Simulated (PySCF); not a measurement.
**Bi⁺: ionisation energy**

Bi⁺ [Xe] 4f14 5d10 6s2 6p2 (3P) → Bi²⁺ [Xe] 4f14 5d10 6s2 6p1 (2P), as a difference of total energies. Calculation: PySCF 2.14, in cc-pVDZ-PP with ECP60MDF (4s3p2d, 23 functions); scalar relativity through the core potential. Correlated levels: valence: 5s2 5p6 5d10 frozen. The calculations carry no spin-orbit coupling.

```
           method  ionisation energy (eV)  difference from reference (eV)
              UHF                  15.307                          -1.396
             TPSS                  15.709                          -0.994
            M06-L                  15.257                          -1.446
    MP2 (valence)                  15.495                          -1.208
SCS-MP2 (valence)                  15.447                          -1.256
   CCSD (valence)                  15.525                          -1.178
CCSD(T) (valence)                  15.528                          -1.175
```

Reference: 16.703 eV (measured; NIST Atomic Spectra Database, ionization energies).

Spin-orbit coupling is strong in these open shells (close to jj coupling). The scalar numbers leave it out and a first-order estimate fails, so it can dominate the gap to the real levels.

Errors of the correlated levels include the incompleteness of this basis and the frozen core.
